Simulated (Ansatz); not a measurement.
The same path of C2H6AlFO (11 atoms, charge 0, multiplicity 1) was run twice with different band settings. Lost on the way: F3–Al4. The coordinate that changes most is the dihedral C1–C2–Al4–O5.

The calculation used Ansatz 0.2.0, RKS PBE-D4/def2-SVP.

Relaxed end points:

```xyz
11
Properties=species:S:1:pos:R:3
C -0.407 -0.292 1.459
C 0.684 0.081 0.504
F 0.922 -1.166 -0.459
Al 0.492 0.512 -1.413
O -1.045 0.479 -2.187
H -0.166 -1.188 2.071
H -1.385 -0.450 0.961
H -0.531 0.563 2.160
H 1.669 0.181 1.001
H 1.711 1.011 -2.296
H -1.881 0.212 -1.778
```

```xyz
11
Properties=species:S:1:pos:R:3
C -0.186 -0.084 1.585
C 0.462 -0.486 0.266
F -0.107 -1.713 -0.176
Al 0.228 0.811 -1.245
O -0.612 0.309 -2.661
H -0.070 -0.882 2.349
H -1.273 0.114 1.473
H 0.287 0.838 1.982
H 1.546 -0.687 0.453
H 0.743 2.319 -1.262
H -0.954 -0.597 -2.743
```

Common settings: spring 5.0 eV/Å²; optimiser quadratic models (default); start path through a guess of the saddle point; force threshold 0.05 eV/Å; iteration limit 60; end points relaxed.

| run | movable images | climbing image |
| --- | --- | --- |
| 1 | 7 | yes |
| 2 | 6 | no |

What does each run give, and how far can it be trusted?

Run 1: converged after 14 iterations, highest image 0.106 eV above the first end. A vibrational analysis at the climbing image gives one clearly imaginary mode, 62i cm⁻¹: a first-order saddle point.
Run 2: converged after 12 iterations, highest image 0.105 eV above the first end. No image climbed, so the highest image needn't sit at the top of the path.
The orbitals stay closed-shell, which can raise the energy where a bond breaks towards radicals; this wasn't checked here.
